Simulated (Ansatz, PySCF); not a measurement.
CH6F2OSi2, SMILES OC([SiH2]F)[SiH2]F.

Geometry: ωB97X-D3(BJ)/def2-SVP. The structure was generated by enumeration, and PubChem lists no compound with its InChIKey, so it may never have been made. One conformer was computed; it need not be the lowest.

Vertical ionisation energy (IE) and electron affinity (EA) in eV. Rows of orbital energies are one-electron estimates. Where ΔSCF, EOM or ADC give a negative EA the extra electron is unbound and the value depends on the basis.

```csv
level,IE,EA
"−ε(HOMO), −ε(LUMO), CAM-B3LYP/def2-TZVP (PySCF)",9.18,-0.19
"−ε(HOMO), −ε(LUMO), PBE/def2-TZVP (PySCF)",6.26,1.68
"ΔSCF, PBE0/def2-SVPD (Ansatz), final states of multiplicity 2 and 2",9.96,-0.64
"ΔSCF, PBE/def2-SVPD (Ansatz), final states of multiplicity 2 and 2",9.60,-0.47
```

Q: What vertical singlet–triplet gap does ΔSCF give with PBE0/def2-SVPD (Ansatz, a first-principles code) and with PBE/def2-SVPD (Ansatz)? (The exact figures need the calculation; the answer reports its results.)

A: 5.44 and 4.95 eV (triplet above singlet where positive).
